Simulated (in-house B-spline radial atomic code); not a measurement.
Cu²²⁺. Computed with a B-spline radial atomic code. Model: all-electron spherical atom, spin shells full or empty, radial basis limit, no spin-orbit coupling: exact exchange with a local potential (Slater, KLI or optimised effective potential, whose far tail is KLI's), no correlation.

Exchange potential has not reached -1/r at the last radius.

The run also made RPA and GW results, which its time includes.

The Slater potential averages the orbital exchange potentials with the orbital densities as weights, KLI adds orbital constants, and the optimised effective potential minimises the exact-exchange energy among local potentials. So their energies lie above Hartree-Fock in the order OEP, KLI, Slater. All fall off as −1/r, unlike LDA and GGA exchange.

Command:
```bash
python run_gw.py task.json out
```
Settings (nuclear radius in fm, other lengths in bohr, energies in hartree):
```
Z                      29
electrons              7
configuration          [He] 2s2 2p3
hamiltonian            x2c
method                 kli
lmax                   9
rms_radius             3.8823
spin_polarised         True
box_radius             3.81
intervals              93
```

Time taken, with all properties: 4 s on 1 thread of Arm Neoverse N1 (shared host).

Given: hamiltonian one-electron scalar X2C; mean-field start exchange-only KLI.

Computed: energy above Hartree-Fock 2.1728 millihartree.

```
radius (bohr)  r times exchange potential up (hartree bohr)  r times exchange potential down (hartree bohr)
      0.00172                                     -0.044378                                       -0.046991
      0.00203                                     -0.052322                                       -0.055404
      0.00239                                     -0.061516                                       -0.065145
      0.00282                                     -0.072451                                        -0.07673
      0.00332                                     -0.085091                                       -0.090126
      0.00392                                      -0.10014                                        -0.10608
      0.00462                                      -0.11752                                        -0.12451
      0.00544                                      -0.13758                                        -0.14581
      0.00641                                      -0.16091                                        -0.17058
      0.00755                                             ?                                               ?
       0.0089                                       -0.2184                                        -0.23173
       0.0105                                      -0.25336                                          -0.269
       0.0124                                       -0.2927                                        -0.31105
       0.0146                                      -0.33523                                        -0.35663
       0.0172                                      -0.38121                                        -0.40612
       0.0202                                      -0.42854                                        -0.45734
       0.0238                                      -0.47749                                        -0.51074
       0.0281                                      -0.52545                                        -0.56368
       0.0331                                      -0.56829                                        -0.61176
        0.039                                      -0.60362                                        -0.65221
       0.0459                                      -0.62868                                        -0.68071
       0.0541                                      -0.64396                                        -0.69308
       0.0638                                      -0.65613                                        -0.68321
       0.0751                                       -0.6828                                        -0.64462
       0.0885                                      -0.74689                                        -0.57675
        0.104                                      -0.85246                                        -0.52184
        0.123                                      -0.98913                                        -0.55511
        0.145                                       -1.1253                                        -0.65791
        0.171                                       -1.2437                                        -0.76442
        0.201                                       -1.3273                                        -0.84965
        0.237                                       -1.3699                                        -0.91434
        0.279                                       -1.3683                                        -0.95708
        0.329                                       -1.3316                                        -0.98202
        0.388                                             ?                                               ?
        0.457                                         -1.21                                        -0.99838
        0.538                                       -1.1484                                        -0.99968
        0.634                                       -1.0922                                        -0.99996
```

(1) What belongs in the row 0.00755?

(2) What belongs in the row 0.388?

```tsv
occupied	level (hartree)	Hartree-Fock level (hartree)
1s up	-372.32	-377.94
1s down	-372.74	-376.76
2s up	?	?
2s down	-77.858	-77.859
2p up	-75.797	-75.798
```

(3) What belongs in the row 2s up?

| empty | level (hartree) |
| --- | --- |
| 2p down | -73.612 |
| 3s up | ? |
| 3s down | -32.559 |
| 3p up | -31.863 |
| 3p down | -31.286 |
| 3d up | -30.608 |
| 3d down | -29.798 |
| 4s up | -17.975 |
| 4s down | -17.833 |
| 4p up | -17.462 |
| 4p down | -17.308 |
| 4d up | -16.963 |
| 4d down | ? |
| 4f up | -16.702 |

(4) What belongs in the row 3s up?

(5) What belongs in the row 4d down?

Results:

(1) r times exchange potential up (hartree bohr): -0.18767; r times exchange potential down (hartree bohr): -0.19903.

(2) r times exchange potential up (hartree bohr): -1.2739; r times exchange potential down (hartree bohr): -0.99391.

(3) level (hartree): -79.816; Hartree-Fock level (hartree): -80.327.

(4) level (hartree): -33.095.

(5) level (hartree): -16.733.

The highest level, 2p up, differs from Hartree-Fock by +0.037 eV and the deepest, 1s down, by +109 eV: a local potential can match the highest level but can't give each shell its own exchange.
